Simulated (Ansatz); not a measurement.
Reactions of `CCSB(O)O`.

Computed with Ansatz on PBE0-D4/def2-TZVP structures; ΔE is electronic, products minus reactants. CCSD(T)/CBS is the MP2 limit (def2-TZVPP, def2-QZVPP) plus CCSD(T) − MP2 in def2-TZVPP, frozen cores. This one scheme is used for every species. def2 core potentials past Kr. For Se, Te outer-core shells are correlated without core-valence functions, which leaves a few kJ/mol of doubt a bond. Scalar relativity is left out up to krypton. One conformer a species, not always the lowest.

(1) Order these by ΔE at CCSD(T)/CBS, lowest first. (Estimate.)
A. `CCSB(O)O` + `FC(F)(F)[SeH]` → `OB(O)[Se]C(F)(F)F` + `CCS`
B. `CCSB(O)O` + `CC[Te]C` → `CC[Te]B(O)O` + `CCSC`
C. `CCSB(O)O` + `C[SiH2]O` → `C[SiH2]OB(O)O` + `CCS`
D. `CCSB(O)O` + `CC(C)[TeH]` → `CC(C)[Te]B(O)O` + `CCS`

Largest T1 diagnostic: 0.012, for `OB(O)[Se]C(F)(F)F`.

Answers

(1) C (-68.3 kJ/mol), A (+4.5 kJ/mol), D (+19.5 kJ/mol), B (+36.5 kJ/mol).
